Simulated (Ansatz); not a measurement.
Input file for Ansatz (a program for electronic structure): R-wB97X-V/def2-TZVPPD on HF (SMILES F) with ghost functions, monomers drawn apart or pushed together. Files ending in .json are basis or fitting sets from the Basis Set Exchange.

Ansatz 0.2 input:
```yaml
crystal:
  periodic: [false, false, false]
  atoms:
    - {symbol: F, position_ang: [-0.23388643, 0.85647079, 0.58511113]}
    - {symbol: H, position_ang: [-0.16839628, 0.55535679, 1.46867864]}
basis:
  gaussian:
    orbitals: def2-TZVPPD.json
    ghost_atoms:
      - {symbol: C, position_ang: [-0.48208128, -0.03895015, 4.48313458]}
      - {symbol: C, position_ang: [0.56003015, -0.79290164, 4.15037466]}
      - {symbol: H, position_ang: [-0.35943127, 0.98069265, 4.82786305]}
      - {symbol: H, position_ang: [-1.49638897, -0.41600291, 4.43217940]}
      - {symbol: H, position_ang: [0.43794672, -1.81555551, 3.81444879]}
      - {symbol: H, position_ang: [1.57494395, -0.41881802, 4.21018563]}
hamiltonian:
  xc: {name: wB97X-V}
scf: {lower_state_search: off}
```

Output:

```
WARN ansatz: RAYON_NUM_THREADS=2 ignored (pool sized by the plan → 2); use --threads N
Functional definition: wB97X-V
these checks for a lower state are left out or cut short: stability, starts, cluster_reference, orbital_swaps, neighbouring_geometries, increment
integrals: 0.09 GiB planned
776 factors; their error is unknown
integrals: 0.12 GiB planned
274 factors; integrals over basis functions are off by at most 3.1e-5 eV
mean field: 0.89 GiB planned
mean field evaluation 1: about -2732.2778 eV, gradient 3.0e1 eV
mean field evaluation 2: about -2732.1911 eV, gradient 3.4e1 eV
mean field evaluation 4: about -2733.5521 eV, gradient 2.5e-1 eV
mean field evaluation 8: about -2733.5585 eV, gradient 9.9e-3 eV
mean field -2733.55851699 eV, -100.4564226269 hartree, gradient 1.4e-6 eV, S^2 0.000000; 0 other end points of the search recorded, 0 dependent functions left out
reference -2733.55851524 eV, -100.4564225624 hartree; 5, 5 occupied and 194, 194 virtual orbitals, 776 factors
Total energy: -2733.55851524 eV, -100.4564225624 hartree
Checks for a lower state left out: stability, starts, cluster_reference, orbital_swaps, neighbouring_geometries, increment
```

The run converged.

Cost: about 2.6 core-seconds (a rough figure).
